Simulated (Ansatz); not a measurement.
Consider the formal exchange of groups at the Si–O bond: `F[SiH2][O][GeH3]` + `COC=N` → `COC(=N)[SiH2]F` + `[OH][GeH3]`.

Gas-phase electronic energies from Ansatz, PBE0-D4/def2-TZVP geometries. CCSD(T)/CBS is the MP2 limit (def2-TZVPP, def2-QZVPP) plus CCSD(T) − MP2 in def2-TZVPP, frozen cores. Functionals use def2-TZVPP. B3LYP here is the variant with VWN-RPA as its local correlation; programs differ in this. For Ge outer-core shells are correlated without core-valence functions, which leaves a few kJ/mol of doubt a bond. Scalar relativity is left out up to krypton. Each species was taken in one conformer, which may not be the lowest.

`F[SiH2][O][GeH3]`:

Z-matrix (Å, degrees):
```
Si
O 1 1.614
F 1 1.598 2 110.3
H 1 1.483 2 111.3 3 117.5
H 1 1.477 2 108.6 3 -117.6
Ge 2 1.782 1 136.3 3 -67.1
H 6 1.532 2 105.5 1 -147.5
H 6 1.533 2 107.5 1 92.8
H 6 1.537 2 108.1 1 -27.7
```

`COC=N`:

```xyz
9

C     0.723    0.690    0.816
O    -0.600    0.683    0.297
C    -0.876   -0.292   -0.566
N    -0.037   -1.164   -0.919
H     0.771    1.539    1.495
H     0.933   -0.241    1.347
H     1.451    0.799    0.010
H    -1.913   -0.203   -0.900
H    -0.453   -1.810   -1.581
```

`COC(=N)[SiH2]F`:

```xyz
12

C     0.065   -1.115   -1.784
O    -0.223   -0.911   -0.404
C     0.083    0.297    0.094
N     0.598    1.204   -0.622
Si   -0.356    0.413    1.929
F     0.065    1.893    2.370
H    -0.246   -2.134   -2.003
H     1.131   -0.986   -1.976
H    -0.486   -0.402   -2.400
H     0.760    2.047   -0.079
H     0.420   -0.558    2.730
H    -1.811    0.251    2.145
```

`[OH][GeH3]`:

```xyz
6

O     0.959    0.915    0.354
Ge   -0.410   -0.151   -0.055
H     1.810    0.509    0.177
H    -1.650    0.673    0.299
H    -0.336   -1.445    0.780
H    -0.374   -0.500   -1.555
```

```json
{"level": "B3LYP-D4", "ΔE (kJ/mol)": "136.1", "difference from CCSD(T)/CBS": "-2.2"}
{"level": "B2PLYP", "ΔE (kJ/mol)": "140.5", "difference from CCSD(T)/CBS": "2.2"}
{"level": "B3LYP", "ΔE (kJ/mol)": "138.0", "difference from CCSD(T)/CBS": "-0.3"}
{"level": "HF/def2-TZVPP", "ΔE (kJ/mol)": "162.7", "difference from CCSD(T)/CBS": "24.4"}
{"level": "SCS-MP2/def2-TZVPP", "ΔE (kJ/mol)": "144.3", "difference from CCSD(T)/CBS": "6.0"}
{"level": "CCSD/def2-TZVPP", "ΔE (kJ/mol)": "143.6", "difference from CCSD(T)/CBS": "5.3"}
{"level": "CCSD(T)/def2-TZVPP", "ΔE (kJ/mol)": "139.5", "difference from CCSD(T)/CBS": "1.2"}
{"level": "HF/def2-QZVPP", "ΔE (kJ/mol)": "164.6", "difference from CCSD(T)/CBS": "26.3"}
{"level": "SCS-MP2/def2-QZVPP", "ΔE (kJ/mol)": "144.2", "difference from CCSD(T)/CBS": "5.9"}
{"level": "HF/CBS(def2)", "ΔE (kJ/mol)": "164.9", "difference from CCSD(T)/CBS": "26.6"}
{"level": "CCSD(T)/CBS", "ΔE (kJ/mol)": "138.3", "difference from CCSD(T)/CBS": "0"}
```

Largest T1 diagnostic among the species: 0.014.

From PBE to PBE0 (25 % exact exchange), in def2-TZVPP and without D4, ΔE moves by +9.6 kJ/mol. In def2-TZVPP, CCSD(T) changes the Hartree–Fock value by −23.2 kJ/mol (the triples alone add −4.1 kJ/mol) and MP2 by −21.2 kJ/mol.
